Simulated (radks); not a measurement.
Values are calculated unless marked as measured or tabulated.
Question: The technetium ion Tc+, 42 electrons, occupied as [Kr] 4d5 4f1 (not the ground configuration). Code: a radial shooting solver on a logarithmic mesh with Libxc functionals. Model: scalar-relativistic Kohn-Sham, TASK exchange with Perdew-Wang LDA correlation, spin-polarised, spherical densities, finite nucleus; open shells are filled with parallel spins first (spin-orbit coupling, left out, can overturn this in heavy ions); meta-GGA in the generalised Kohn-Sham scheme; Fermi nuclear charge, rms radius 4.4112 fm. Some entries of the table are withheld. Estimate them.

| orbital | occ. | eigenvalue (hartree) | <1/r> (bohr^-1) |
|---|---|---|---|
| 1s down | 1 | -769.0709 | 44.67 |
| 1s up | 1 | -769.0690 | 44.67 |
| 2s up | 1 | -110.7463 | 10.09 |
| 2s down | 1 | -110.7086 | 10.09 |
| 2p up | 3 | -99.12094 | 9.787 |
| 2p down | 3 | -99.09339 | 9.788 |
| 3s up | 1 | -19.89742 | 3.488 |
| 3s down | 1 | -19.88263 | 3.486 |
| 3p up | 3 | -16.05506 | 3.318 |
| 3p down | 3 | -16.03720 | 3.317 |
| 3d up | 5 | -9.81809 | 3.083 |
| 3d down | 5 | -9.78532 | 3.083 |
| 4s up | 1 | -3.33740 | 1.275 |
| 4s down | 1 | -3.17604 | 1.293 |
| 4p up | 3 | -2.28161 | 1.136 |
| 4p down | 3 | -2.09752 | 1.157 |
| 4d up | 5 | -0.77499 | 0.8400 |
| 4f up | 1 | -0.07301 | (1) |

Answer: 
(1) 4f up <1/r> (bohr^-1): 0.1142
